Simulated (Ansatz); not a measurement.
Consider the redistribution: `O[SiH](Cl)[SiH2][SiH3]` + `O[Si@H](Cl)C[Si@@H](O)F` → `O[Si@H](Cl)C[Si@H](O)Cl` + `O[SiH](F)[SiH2][SiH3]`.

Computed with Ansatz on PBE0-D4/def2-TZVP structures; ΔE is electronic, products minus reactants. CCSD(T)/CBS adds triple-zeta CCSD(T) − MP2 to the extrapolated MP2 energy (def2 sets, frozen cores). One conformer a species, not always the lowest.

```tsv
species	MP2/def2-TZVPP energy (Eh)
`O[SiH](Cl)[SiH2][SiH3]`	-1406.21960
`O[Si@H](Cl)C[Si@@H](O)F`	-1329.65344
`O[Si@H](Cl)C[Si@H](O)Cl`	-1689.60445
`O[SiH](F)[SiH2][SiH3]`	-1046.26589
```

(1) Work out ΔE.

Largest T1 diagnostic among the species: 0.013.

## Answers

(1) ΔE = (-1689.60445) + (-1046.26589) − (-1406.21960) − (-1329.65344) = 0.00270 Eh = +7.1 kJ/mol. CCSD(T)/CBS gives +7.4 kJ/mol.
